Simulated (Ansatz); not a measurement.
The first iterations of a band of C$_{5}$H$_{9}$NSi (16 atoms, charge 0, multiplicity 1).

Level of theory: UHF/STO-3G (Ansatz).

| Quantity | Value |
| --- | --- |
| movable images | 4 |
| climbing image | no |
| spring | 5.0 eV/Å² |
| optimiser | quadratic models (default) |
| start path | through a guess of the saddle point |
| force threshold | 0.05 eV/Å |
| iteration limit | 60 |
| end points | relaxed |

First end point:

```xyz
16
Properties=species:S:1:pos:R:3
C -0.473 -2.205 -0.923
C -0.212 -1.195 -0.344
C 0.114 0.038 0.333
C 1.058 0.919 -0.163
Si 2.032 0.668 -1.715
N -0.525 0.259 1.625
C -1.984 -0.012 1.661
H -0.705 -3.105 -1.443
H 1.229 1.811 0.426
H 2.929 1.760 -1.877
H 1.165 0.612 -2.843
H 2.780 -0.541 -1.648
H -0.364 1.240 1.897
H -2.162 -1.066 1.460
H -2.351 0.215 2.661
H -2.553 0.579 0.938
```

Last end point:

```xyz
16
Properties=species:S:1:pos:R:3
C -0.177 -1.786 -1.270
C -0.810 -0.996 -0.327
C -0.270 0.233 0.239
C 0.889 0.883 -0.200
Si 2.016 0.396 -1.583
N -1.070 0.869 1.265
C -1.598 0.134 2.373
H -0.511 -2.701 -1.741
H 1.129 1.796 0.329
H 3.005 1.408 -1.726
H 1.304 0.276 -2.810
H 2.667 -0.839 -1.304
H -0.651 1.755 1.566
H -1.790 -1.301 0.026
H -2.217 0.723 3.043
H -1.940 -0.874 2.166
```

| iteration | highest image above the first end (eV) | largest band force component (eV/Å) |
| --- | --- | --- |
| 1 | 7.681 | 15.013 |
| 2 | 4.143 | 6.040 |
| 3 | 2.694 | 2.679 |
| 4 | 2.147 | 1.740 |

**Question.** Does the band converge within its limit, and where does its top end?

**Answer.** The forces met the threshold. It ended after 13 iterations with the highest image 1.688 eV above the first end. Neighbouring images differ by up to 1.6 eV, so the band resolves the path poorly. No image climbed, so the highest image needn't sit at the top of the path. A band with more images between the same ends climbed to 2.50 eV, so this one has probably stepped over the top. Limits of this set-up: minimal basis.

Time of the run: 84 s on 1 thread of Intel(R) Xeon(R) 6975P-C (Granite Rapids) (shared host), peak memory 0.16 GiB.
